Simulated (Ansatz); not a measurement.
System: sum formula GeCl3F (charge 0, singlet). 
Coordinates optimised at B3LYP-D3(BJ)/def2-TZVP (Ansatz, a first-principles code):
SMILES: [Ge]([Cl])([F])([Cl])[Cl]
```xyz
5

F      0.0235    -0.0797     1.9082
Ge     0.0023    -0.0078     0.1874
Cl    -1.6640    -1.1416    -0.4823
Cl     1.8287    -0.8353    -0.5126
Cl    -0.1816     2.0338    -0.3679
```

Property: vertical triplet-singlet gap (E(triplet) - E(singlet); each state is the SCF solution reached for its spin; the molecule has degenerate orbitals, so one determinant may break the symmetry; for the triplet the Hartree-Fock reference is unstable and T1 is 0.018), in eV. Cores are frozen in the correlated levels unless marked. Open shells are spin-unrestricted. Spin-orbit coupling is left out. The frozen core is the preceding noble-gas configuration, with the filled d and f shells of earlier blocks. No relativistic terms.  The program attaches cautions to a run behind CCSD(T)/def2-QZVPPD: other roots.

```
level                program  vertical triplet-singlet gap (eV)
-------------------  -------  ---------------------------------
RI-HF/def2-QZVPPD     Ansatz                               6.48
B3LYP/def2-TZVPD      Ansatz                               5.49
BHLYP/def2-TZVPD      Ansatz                               6.25
RI-MP2/def2-TZVPPD    Ansatz                               6.94
RI-MP2/def2-QZVPPD    Ansatz                               6.98
CCSD(T)/def2-QZVPPD   Ansatz                               6.60
```
